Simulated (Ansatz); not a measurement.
Input and output for the cluster Ca4O4 (the lowest singlet isomer of a short search).

```yaml
crystal:
  periodic: [false, false, false]
  atoms:
    - {symbol: Ca, position_ang: [-1.616825, 2.213009, 0.148196]}
    - {symbol: Ca, position_ang: [2.220351, 1.601699, 0.291664]}
    - {symbol: Ca, position_ang: [1.613844, -2.217650, -0.103730]}
    - {symbol: Ca, position_ang: [-2.216754, -1.596248, -0.341350]}
    - {symbol: O, position_ang: [-0.403403, -2.561678, -0.294982]}
    - {symbol: O, position_ang: [0.403119, 2.561185, 0.297337]}
    - {symbol: O, position_ang: [2.574875, -0.415698, 0.128354]}
    - {symbol: O, position_ang: [-2.575218, 0.415391, -0.125480]}
basis:
  gaussian: {orbitals: pcseg-2, nuclear_model: gaussian}
hamiltonian: {xc: {name: PBE0}, dispersion: d4, pseudopotentials: {relativity: none}}
scf: {omitted_lower_state_checks: [starts]}
output: {forces: true}
```

```sh
$ ansatz run in.yaml --threads 4 --pin off --events-out ev --progress --plain --max-ram 8704MiB
```

Shortened log:

```
Functional definition: PBE0
2168 factors; their error is unknown
mean field evaluation 1: about -81879.1981 eV, gradient 1.6e2 eV
mean field evaluation 2: about -81290.0451 eV, gradient 3.6e2 eV
mean field evaluation 4: about -81923.5163 eV, gradient 3.2e1 eV
mean field evaluation 8: about -81925.3775 eV, gradient 2.7e-1 eV
mean field evaluation 16: about -81925.7739 eV, gradient 9.2e-4 eV
mean field -81925.77388133 eV, -3010.7166588548 hartree, gradient 5.4e-5 eV, S^2 0.000000; 0 other end points of the search recorded, 0 dependent functions left out
reference -81925.77392819 eV, -3010.7166605768 hartree; 56, 56 occupied and 196, 196 virtual orbitals, 2168 factors
Total energy: -81926.02645731 eV, -3010.7259408509 hartree
Atom 0 at    -1.616825     2.213009     0.148196 Å, force     0.138997    -0.193923    -0.014406 eV/Å
Atom 1 at     2.220351     1.601699     0.291664 Å, force    -0.197370    -0.141431    -0.017571 eV/Å
Atom 2 at     1.613844    -2.217650    -0.103730 Å, force    -0.140384     0.193447     0.007776 eV/Å
Atom 3 at    -2.216754    -1.596248    -0.341350 Å, force     0.193452     0.137517     0.039509 eV/Å
Atom 4 at    -0.403403    -2.561678    -0.294982 Å, force     0.012914     0.067477     0.003381 eV/Å
Atom 5 at     0.403119     2.561185     0.297337 Å, force    -0.008762    -0.066754    -0.011002 eV/Å
Atom 6 at     2.574875    -0.415698     0.128354 Å, force    -0.068033     0.010136    -0.006895 eV/Å
Atom 7 at    -2.575218     0.415391    -0.125480 Å, force     0.069184    -0.006470    -0.000791 eV/Å
Dipole moment:     0.001496     0.001818    -0.010999 e Å
Checks for a lower state left out: starts
```

Run time 10 s (4 threads of Intel Xeon Platinum 8259CL on a shared host), peak host memory 1.2 GiB.
